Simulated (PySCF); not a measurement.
**Exercise with solution: chemical shift, span and skew from a shielding tensor**

Be(SeH)(SiH3) (BeH4SeSi), SMILES [SiH3][Be][SeH]. Atoms are numbered in the order given.

```xyz
7

Be    -0.1519    -0.3797     0.4165
Se     0.3047     0.9612    -1.0480
H      1.7394     0.7568    -0.7734
Si    -0.6545    -1.8125     1.9734
H     -1.5493    -2.8914     1.4745
H     -1.3442    -1.1745     3.1267
H      0.5637    -2.4768     2.5121
```
Charge 0, spin multiplicity 1.

Geometry: B3LYP-D3(BJ)/def2-TZVP. Other conformers were not sampled.

GIAO shieldings from HF/pcSseg-2 run with PySCF, non-relativistic, no solvent. The symmetric part of the tensor of Se2 has the principal values 1943.3, 2162.2, 2414.9 ppm. The same nucleus in Me2Se has σ = 1901.4 ppm at this level (PySCF, at its B3LYP-D3(BJ)/def2-TZVP geometry).

**Question.** Work out the isotropic shielding, the ⁷⁷Se shift against Me2Se, the span and the skew.

**Answer.** 
σ(iso) = (σ11 + σ22 + σ33)/3 = 2173.5 ppm. δ = σ(ref) − σ(iso) = 1901.4 − (2173.5) = -272.1 ppm.
Span Ω = σ33 − σ11 = 471.6 ppm. Skew κ = 3(σ(iso) − σ22)/Ω = 0.07. Tumbling in solution averages the tensor to δ; in a static solid the shielding alone would spread this spin-1/2 line over Ω.
